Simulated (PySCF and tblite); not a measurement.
The numbers below are computed, except where a source is named.
C₉H₁₆, numbered as in [CH3:1][CH2:2][C@@H:3]1[CH2:4][C:5]12[CH2:6][CH2:7][CH2:8][CH2:9]2.

Level: B3LYP-D3(BJ)/def2-SVP (IEF-PCM, benzene)//GFN2-xTB, thermal terms from GFN2-xTB, symmetry numbers and mirror pairs counted. Conformers within 2.5 kcal/mol (GFN2-xTB free energy) were kept, 3 at most. GIAO shieldings: WP04/pcSseg-1 (IEF-PCM, benzene). Shifts are against TMS (¹H), TMS (¹³C) at the same level; of two unlike H on one atom, a is the less shielded. Programs: PySCF with density fitting and tblite.

Predict the averaged NMR shifts at 298.15 K.

¹H: 1.78 (H9a, 1H), 1.71 (H6a, 1H), 1.71 (H8a, 1H), 1.68 (H7a, 1H), 1.62 (H8b, 1H), 1.54 (H7b, 1H), 1.46 (H6b, 1H), 1.26 (H9b, 1H), 1.22 (H2a, 1H), 1.21 (H2b, 1H), 1.07 (H1, 3H), 0.61 (H3, 1H), 0.45 (H4a, 1H), 0.12 (H4b, 1H) ppm. ¹³C: 42.8 (C6), 37.6 (C9), 33.5 (C8), 33.4 (C7), 31.4 (C3), 30.5 (C2), 29.9 (C5), 23.4 (C4), 18.2 (C1) ppm.

How do the conformers differ?

Torsions listed: C1–C2–C3–C4. The 5-ring runs over atoms 5–6–7–8–9.
```json
{"conformer": "1", "shape": "5-ring between envelope and twist (ring torsions 32, -42, 35, -15, -10°); 162°", "weight %": "53.7"}
{"conformer": "2", "shape": "5-ring between envelope and twist (ring torsions 32, -42, 35, -15, -10°); -87°", "weight %": "46.3"}
```

```csv
signal,1,2,average
H1,1.05,1.09,1.07
H2a,1.80,0.54,1.22
H2b,0.71,1.79,1.21
H3,0.61,0.61,0.61
H4a,0.45,0.45,0.45
H4b,0.16,0.09,0.12
H6a,1.71,1.72,1.71
H6b,1.46,1.45,1.46
H7a,1.69,1.68,1.68
H7b,1.56,1.52,1.54
H8a,1.71,1.70,1.71
H8b,1.63,1.61,1.62
H9a,1.79,1.76,1.78
H9b,1.27,1.26,1.26
C1,18.3,18.1,18.2
C2,30.5,30.6,30.5
C3,31.0,32.0,31.4
C4,23.4,23.3,23.4
C5,30.2,29.5,29.9
C6,42.8,42.7,42.8
C7,33.4,33.5,33.4
C8,33.4,33.6,33.5
C9,37.3,38.0,37.6
```

Shifts are unscaled: against experiment ¹³C can be off by 15 ppm or more and ¹H by 0.8 ppm.
